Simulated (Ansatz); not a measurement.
Input and output for C3H9AlO (`[CH3][Al]([CH3])[CH2]O`).

```yaml
crystal:
  periodic: [false, false, false]
  atoms:
    - {symbol: C, position_ang: [-1.584980, 0.934130, 0.457641]}
    - {symbol: Al, position_ang: [0.116373, -0.011948, 0.233789]}
    - {symbol: C, position_ang: [1.302244, -0.402979, 1.737569]}
    - {symbol: C, position_ang: [0.570427, -0.582002, -1.605803]}
    - {symbol: O, position_ang: [-0.263988, -0.052328, -2.641092]}
    - {symbol: H, position_ang: [-1.733421, 1.302286, 1.475955]}
    - {symbol: H, position_ang: [-1.658801, 1.792652, -0.218863]}
    - {symbol: H, position_ang: [-2.436368, 0.283050, 0.224790]}
    - {symbol: H, position_ang: [2.153353, -1.031567, 1.464281]}
    - {symbol: H, position_ang: [0.762096, -0.903020, 2.548521]}
    - {symbol: H, position_ang: [1.702350, 0.524300, 2.163428]}
    - {symbol: H, position_ang: [0.616739, -1.682039, -1.680648]}
    - {symbol: H, position_ang: [1.593356, -0.254214, -1.834233]}
    - {symbol: H, position_ang: [-1.152181, 0.054480, -2.296535]}
basis:
  gaussian: {orbitals: cc-pVTZ, nuclear_model: gaussian}
total_charge: 1
magnetization: {spin_polarized: true, initial_magnetization: 1}
hamiltonian: {xc: {name: HF}}
correlation: {method: rpa}
accuracy: high
scf: {lower_state_search: light}
```

```sh
$ ansatz run in.yaml --threads 4 --pin off --events-out ev --progress --plain --max-ram 10444MiB
```

It prints (some lines left out):

```
Functional definition: HF
5153 factors; integrals over basis functions are off by at most 2.5e-8 eV
mean field evaluation 1: about -11840.7724 eV, gradient 3.8e1 eV
mean field evaluation 2: about -11840.7778 eV, gradient 3.8e1 eV
mean field evaluation 4: about -11847.1139 eV, gradient 4.4e0 eV
mean field evaluation 8: about -11847.2838 eV, gradient 2.9e-1 eV
mean field evaluation 16: about -11846.8593 eV, gradient 3.3e0 eV
mean field evaluation 32: about -11846.9249 eV, gradient 2.0e0 eV
mean field -11847.28744852 eV, -435.3797833532 hartree, gradient 6.4e-8 eV, S^2 0.769802; 4 other end points of the search recorded, 0 dependent functions left out
9 core orbitals not correlated: weight in the atoms' cores, before any rotation towards them, 1.000 or more for the frozen orbitals, at most 0.000 for the correlated occupied ones
reference -11847.28744852 eV, -435.3797833532 hartree; 15, 14 occupied and 256, 257 virtual orbitals, 5153 factors
Total energy: -11875.13334238 eV, -436.4031010779 hartree
```

Hardware: 4 threads of an Intel Xeon Platinum 8259CL on a shared host. Wall time 68 s, peak host memory 2.9 GiB.
